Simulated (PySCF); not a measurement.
Nuclear quadrupole coupling in `[H]/N=C\[C@@H](N)[C@H]1C[SiH2]1`

Compound: C4H10N2Si.
Cartesian coordinates in Å at the GFN2-xTB level; atoms count from 1:
```xyz
17
C4H10N2Si angstrom
N     -2.049   -0.542    1.764
C     -1.772    0.145    0.754
C     -0.809   -0.176   -0.357
N     -1.344    0.269   -1.634
C      0.514    0.489    0.021
C      1.418   -0.215    1.040
Si     2.167   -0.105   -0.683
H     -1.600   -1.457    1.796
H     -2.236    1.127    0.694
H     -0.664   -1.262   -0.422
H     -1.522    1.269   -1.608
H     -0.665    0.099   -2.370
H      0.384    1.554    0.201
H      1.787    0.395    1.852
H      1.059   -1.168    1.404
H      3.185    0.890   -0.956
H      2.139   -1.300   -1.507
```

Field gradients from the PBE0/pcSseg-1 density (PySCF, non-relativistic), principal values in atomic units, ordered |Vxx| ≤ |Vyy| ≤ |Vzz|:

| atom | Vxx | Vyy | Vzz |
| --- | --- | --- | --- |
| N1 | 0.3273 | 0.7050 | -1.0322 |
| N4 | 0.5040 | 0.6742 | -1.1782 |

Task: Find the asymmetry η = (Vxx − Vyy)/Vzz and the couplings χ = eQV/h (234.96 MHz × Q in barn × V in au), with Q(14N) = 0.02044 b.

Result: 
| atom | environment | nucleus | η | χzz (MHz) | χxx (MHz) | χyy (MHz) |
| --- | --- | --- | --- | --- | --- | --- |
| N1 | imine nitrogen | 14N | 0.37 | -4.958 | 1.572 | 3.386 |
| N4 | primary amine nitrogen | 14N | 0.14 | -5.66 | 2.42 | 3.24 |

The tensor is traceless: Vxx + Vyy + Vzz = 0.

Task: What is Vzz at N1 in SI units (1 au = 9.71736 × 10²¹ V/m²)?

Result: -1.0322 au = -10.031 × 10²¹ V/m².

Task: And the gradient at the other heavy atoms, for which no coupling is worked out here?

Result: 
| atom | environment | Vzz (au) | η |
| --- | --- | --- | --- |
| C2 | imine carbon | 0.428 | 0.30 |
| C3 | sp3 carbon bound to nitrogen | 0.151 | 0.30 |
| C5 | sp3 carbon bound to silicon | 0.131 | 0.56 |
| C6 | sp3 carbon bound to silicon | 0.119 | 0.16 |
| Si7 | SiH2 silicon | -0.136 | 0.88 |

Task: What couplings would deuterons (Q(2H) = 0.00286 b) have in place of the hydrogens, at this geometry?

Result: 
| atom | bonded to | bond length (Å) | Vzz (au) | η | χzz (kHz) |
| --- | --- | --- | --- | --- | --- |
| H8 | N1 | 1.020 | 0.3838 | 0.03 | 258 |
| H9 | C2 | 1.087 | 0.3100 | 0.05 | 208 |
| H10 | C3 | 1.097 | 0.2870 | 0.03 | 193 |
| H11 | N4 | 1.015 | 0.3964 | 0.18 | 266 |
| H12 | N4 | 1.015 | 0.3963 | 0.17 | 266 |
| H13 | C5 | 1.088 | 0.3180 | 0.10 | 214 |
| H14 | C6 | 1.081 | 0.3345 | 0.07 | 225 |
| H15 | C6 | 1.082 | 0.3347 | 0.07 | 225 |
| H16 | Si7 | 1.450 | 0.1741 | 0.07 | 117 |
| H17 | Si7 | 1.451 | 0.1731 | 0.07 | 116 |

Isolated species at its GFN2-xTB geometry (one conformer only). GFN2-xTB bond lengths can be off by several hundredths of an ångström, more for odd bonds, and the gradients follow them. The small basis limits the accuracy of the gradients.

The run behind these numbers computed NMR shieldings as well. Time: 29 s wall; peak memory 0.81 GiB. Hardware: one thread, Arm Neoverse V1 (aarch64), no GPU, shared host with 32 logical CPUs at a one-minute load of 20.
